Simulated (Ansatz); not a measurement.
# AlF3 (SMILES F[Al](F)F): the highest harmonic wavenumber at each level's own minimum, rung by rung

AlF3, singlet, SMILES `F[Al](F)F`. Each level relaxes the structure for itself.

Each level gives the highest harmonic wavenumber at each level's own minimum (cm⁻¹). The values are calculated.

| level | kind | program | value (cm⁻¹) |
| --- | --- | --- | --- |
| SVWN5/def2-TZVP | LDA | Ansatz | 958 |
| PBE-D3(BJ)/def2-TZVP | GGA | Ansatz | 921 |
| r2SCAN/def2-TZVP | meta-GGA | Ansatz | 961 |
| PBE0-D4/def2-TZVP | global hybrid | Ansatz | 963 |
| wB97X-V/def2-TZVP | range-separated hybrid | Ansatz | 958 |

Harmonic and unscaled. The values span 921 to 963 cm⁻¹.
